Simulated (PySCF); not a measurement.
Cartesian coordinates in Å; atom numbers follow the order of the lines, from 1:
```xyz
18

C     1.5291   -1.1963    1.2406
C     1.7271    0.0022    0.7196
C     1.7275    0.3007   -0.7357
Si    0.0993    1.1687   -1.2688
Si   -1.7097   -0.2464   -0.9526
C    -2.0215   -0.5252    0.9185
Cl   -2.1124    1.0598    1.7365
H     1.3788   -2.0654    0.6191
H     1.5226   -1.3643    2.3043
H     1.8750    0.8554    1.3694
H     1.8508   -0.6210   -1.3063
H     2.5693    0.9517   -0.9748
H     0.0124    2.4370   -0.5347
H     0.2609    1.5194   -2.6893
H    -1.5689   -1.6073   -1.4977
H    -2.9720    0.2785   -1.4878
H    -1.2169   -1.0745    1.4016
H    -2.9601   -1.0332    1.1265
```

Geometry: GFN2-xTB; GIAO shifts from PySCF 2.14.0 with density-fitted response routines, gas phase, non-relativistic, averaged over equivalent atoms.

At PBE0/pcSseg-1 (195 basis functions, 31 s wall time on 1 thread of an Arm Neoverse V1, shared host):
```tsv
atoms	δ (ppm)
C2	147.0
C1	118.8
C6	31.3
C3	22.2
Si5	-66.7
Si4	-81.8
H10	6.47
H8	5.39
H9	5.13
H15/H16	4.11
H13/H14	4.11
H17/H18	3.25
H11/H12	1.98
```

Chemical shifts δ = σref − σ; 13C (186.93 ppm) and 29Si (349.16 ppm) and 1H (31.72 ppm) against TMS, all at this level.

**Question.** What do these become at PW91/6-311G**?

**Answer.** 
```json
{"atoms": "C2", "δ at PW91/6-311G**": "144.4", "change": "-2.6"}
{"atoms": "C1", "δ at PW91/6-311G**": "114.3", "change": "-4.5"}
{"atoms": "C6", "δ at PW91/6-311G**": "33.7", "change": "+2.4"}
{"atoms": "C3", "δ at PW91/6-311G**": "25.4", "change": "+3.2"}
{"atoms": "Si5", "δ at PW91/6-311G**": "-69.1", "change": "-2.4"}
{"atoms": "Si4", "δ at PW91/6-311G**": "-84.6", "change": "-2.8"}
{"atoms": "H10", "δ at PW91/6-311G**": "6.70", "change": "+0.23"}
{"atoms": "H8", "δ at PW91/6-311G**": "5.38", "change": "-0.01"}
{"atoms": "H9", "δ at PW91/6-311G**": "5.04", "change": "-0.09"}
{"atoms": "H15/H16", "δ at PW91/6-311G**": "4.48", "change": "+0.37"}
{"atoms": "H13/H14", "δ at PW91/6-311G**": "4.46", "change": "+0.35"}
{"atoms": "H17/H18", "δ at PW91/6-311G**": "3.41", "change": "+0.16"}
{"atoms": "H11/H12", "δ at PW91/6-311G**": "2.20", "change": "+0.22"}
```

Referencing at the same level of theory: TMS for 13C (185.59 ppm), 29Si (332.59 ppm), 1H (32.05 ppm).

The largest change is at C1 (terminal =CH2 carbon). Cost: 216 basis functions, 110 s wall time on 1 thread of an Arm Neoverse N1, shared host. The order of the carbon signals is the same at both levels.

Carbons that carry Cl, above all several Cl atoms, come out too deshielded, partly because spin–orbit coupling is missing.
